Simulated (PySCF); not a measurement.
```tsv
wavenumber (cm⁻¹)	absorption (km/mol per cm⁻¹)
0	0.004
8	0.005
16	0.006
24	0.008
32	0.012
40	0.020
48	0.039
56	0.111
64	0.301
72	0.109
80	0.039
87	0.020
95	0.013
103	0.009
111	0.007
119	0.006
127	0.006
135	0.005
143	0.005
151	0.005
159	0.005
167	0.005
175	0.006
183	0.006
191	0.006
199	0.007
207	0.007
215	0.008
223	0.008
231	0.009
239	0.010
246	0.012
254	0.013
262	0.015
270	0.017
278	0.020
286	0.024
294	0.030
302	0.037
310	0.048
318	0.064
326	0.092
334	0.149
342	0.302
350	0.872
358	0.874
366	0.645
374	1.310
382	4.070
390	2.005
398	0.649
406	0.300
413	0.171
421	0.110
429	0.077
437	0.057
445	0.044
453	0.035
461	0.028
469	0.023
```

This is the computed harmonic infrared spectrum of doublet YCl2, Lorentzian lines of 12 cm⁻¹ full width. These are results of UPBE in PySCF with Y def2-SVP with ECP28, Cl def2-SVP; scalar-relativistic core potentials, no spin–orbit coupling; density-fitted integrals, not measurements.

Which bands make it up, and how are they assigned?

In C2v symmetry, counting bands above 1 % of the strongest: 64 cm⁻¹ (a1, bend, 5.6 km/mol); 353 cm⁻¹ (a1, stretch, 19 km/mol); 383 cm⁻¹ (b2, stretch, 81 km/mol).

Other isomers or separated fragments may lie lower. With open d or f shells other occupations or spin states may lie lower.
